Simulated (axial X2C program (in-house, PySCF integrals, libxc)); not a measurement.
**ScSe⁻: from Re and ωe to a spectrum**

A bond curve at the PBE0 level, 2c, was computed with an axial X2C code built on PySCF integrals (basis Se dyall-acv3z [9s10p7d5f1g], Sc dyall-acv3z [11s12p8d5f2g] (cores contracted in-house)) for the state Ω = 0 (closed shell). Its fit gives Re = 2.3086 Å, ωe = 396.6 cm⁻¹, ωexe = 0.927 cm⁻¹ and αe = 3.596e-04 cm⁻¹; the masses are 79.9165 and 44.9559 u. Two-component means X2C with spin–orbit coupling and atomic mean-field Coulomb and Gaunt terms.

(1) Find the reduced mass, Be and the force constant.

(2) Estimate De from a Morse curve and compare with the computed well depth of 3.822 eV to Se- + Sc.

(3) A Morse curve ties αe to the other constants (Pekeris). How well does that hold?

(4) Give B0, the J = 1←0 line in GHz and the most populated J at 300 K (kT = 208.5 cm⁻¹).

(5) Where do the fundamental and the first overtone lie?

Occupations by symmetry block were frozen at the best pattern of an incomplete PBE0 search. Dissociation energies refer to the lowest single-determinant-based atoms at the same level and basis. The 2c atoms are single determinants rather than J levels; their spin–orbit lowering is only partly caught, and De is too large by that part. This holds for PBE0. Without a current term, density functionals place determinants with orbital angular momentum somewhat too high.

## Answers

(1) From the PBE0 values: μ = 28.7711 u. Be = 16.8576/(μ Re²) = 0.1099 cm⁻¹. k = 5.8918×10⁻⁷ μ ωe² = 2.67 mdyn/Å.

(2) De(Morse) = ωe²/(4ωexe) = 5.259 eV against 3.822 eV computed, a ratio of 1.38. The extrapolation overshoots: the well softens faster than a Morse curve, or the lowest atomic limit lies below the one to which the curve heads.

(3) αe(Morse) = 6Be²/ωe × (√(ωexe/Be) − 1) = 3.481e-04 cm⁻¹; the PBE0 curve gives 3.596e-04 cm⁻¹, a ratio of 0.97.

(4) B0 = Be − αe/2 = 0.1098 cm⁻¹; 2B0 = 6.581 GHz; J(max) ≈ √(kT/2B0) − 1/2 = 30.3, so J = 30.

(5) ν(1←0) = ωe − 2ωexe = 394.7 cm⁻¹; ν(2←0) = 2ωe − 6ωexe = 787.6 cm⁻¹.
